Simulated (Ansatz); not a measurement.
`C[SiH2]C1=C[SiH2]1` + `[F][Al]([F])[Cl]` → `C[SiH2][Al]([F])[Cl]` + `FC1=C[SiH2]1`  (redistribution)

Calculated with Ansatz (gas phase, PBE0-D4/def2-TZVP geometries, no zero-point term in ΔE). CCSD(T)/CBS is the MP2 limit (def2-TZVPP, def2-QZVPP) plus CCSD(T) − MP2 in def2-TZVPP, frozen cores. This one scheme is used for every species. DFT in def2-TZVPP. B3LYP here is the variant with VWN-RPA as its local correlation; programs differ in this. Each species was taken in one conformer, which may not be the lowest.

`C[SiH2]C1=C[SiH2]1`:

Cartesian coordinates in Å:
```
C -1.391 0.871 1.560
Si 0.252 0.050 1.211
C 0.478 -0.307 -0.589
C -0.187 -0.153 -1.739
Si 1.403 -0.943 -2.032
H -2.219 0.231 1.244
H -1.470 1.821 1.026
H -1.505 1.072 2.627
H 0.361 -1.238 1.949
H 1.377 0.922 1.648
H -1.150 0.263 -2.011
H 2.546 -0.191 -2.599
H 1.506 -2.397 -2.294
```

`[F][Al]([F])[Cl]`:

```xyz
4

F    -1.527    0.639    0.311
Al   -0.017    0.076    0.065
F     1.221    0.746    0.889
Cl    0.323   -1.461   -1.265
```

`C[SiH2][Al]([F])[Cl]`:

Z-matrix (Å, degrees):
```
C
Si 1 1.877
H 1 1.092 2 110.9
H 1 1.092 2 110.9 3 119.9
H 1 1.092 2 110.4 3 -120.1
Al 2 2.437 1 113.0 3 -60.0
H 2 1.491 1 110.7 3 60.9
H 2 1.491 1 110.6 3 179.1
Cl 6 2.093 2 123.0 1 179.2
F 6 1.648 2 120.9 1 -0.9
```

`FC1=C[SiH2]1`:

Z-matrix (Å, degrees):
```
Si
C 1 1.796
C 1 1.829 2 42.8
H 1 1.484 2 122.2 3 -103.6
H 1 1.484 2 122.2 3 103.6
F 2 1.320 1 154.9 3 -180.0
H 3 1.081 1 153.9 2 180.0
```

```csv
level,ΔE (kJ/mol)
PBE0-D4,242.0
B3LYP,251.8
HF/CBS(def2),277.9
CCSD/CBS(def2),277.9
```

(1) What does CCSD(T)/CBS give? (Best estimate.)

Largest T1 diagnostic among the species: 0.014.

Results:

(1) The calculation gave: +275.8 kJ/mol. The listed levels differ from it by -33.8, -24.0, 2.1, 2.1 kJ/mol.

From PBE to PBE0 (25 % exact exchange), in def2-TZVPP and without D4, ΔE moves by +13.2 kJ/mol. The D4 term adds +6.3 kJ/mol with B3LYP and +3.4 kJ/mol with PBE0; it sums over pairs of atoms, weighted by their polarisabilities, and B3LYP, whose exchange is more repulsive, gets the larger term.
